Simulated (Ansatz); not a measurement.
The first iterations of a band of BGeH7OSi (11 atoms, charge 0, multiplicity 1).

Level of theory: Ansatz 0.2.0, RKS PBE-D4/def2-SVP.

```yaml
movable_images: 5
climbing_image: yes
spring: 5.0 eV/Å²
optimiser: quadratic models (default)
start_path: through a guess of the saddle point
force_threshold: 0.05 eV/Å
iteration_limit: 60
end_points: relaxed
```

Image 0:

```xyz
11
Properties=species:S:1:pos:R:3
O -0.545 2.061 -0.319
Si 0.596 1.375 0.725
B 0.770 -0.616 0.519
Ge -0.526 -1.581 -0.761
H -1.410 1.613 -0.318
H 0.271 1.648 2.184
H 1.886 2.084 0.409
H 1.636 -1.241 1.101
H -1.933 -0.911 -0.784
H 0.050 -1.385 -2.197
H -0.728 -3.104 -0.539
```

Image 6:

```xyz
11
Properties=species:S:1:pos:R:3
O -0.348 1.947 -0.683
Si 0.504 1.296 0.641
B 0.452 -0.712 0.635
Ge -0.047 -1.581 -1.063
H -1.315 1.884 -0.593
H -0.026 1.882 1.935
H 1.913 1.797 0.467
H 1.038 -1.430 1.423
H -0.833 -1.107 0.568
H -1.020 -0.909 -2.083
H -0.254 -3.126 -1.226
```

| iteration | highest image above the first end (eV) | largest band force component (eV/Å) |
| --- | --- | --- |
| 1 | 1.877 | 5.336 |
| 2 | 0.928 | 2.309 |
| 3 | 0.346 | 1.019 |

Does the band converge within its limit, and where does its top end?

The forces met the threshold. It ended after 11 iterations with the highest image 0.145 eV above the first end. A vibrational analysis at the climbing image gives one clearly imaginary mode, 412i cm⁻¹: a first-order saddle point.

Time of the run: 2.1 min on 2 threads of Arm Neoverse V1, with other jobs on the host, peak memory 0.15 GiB.
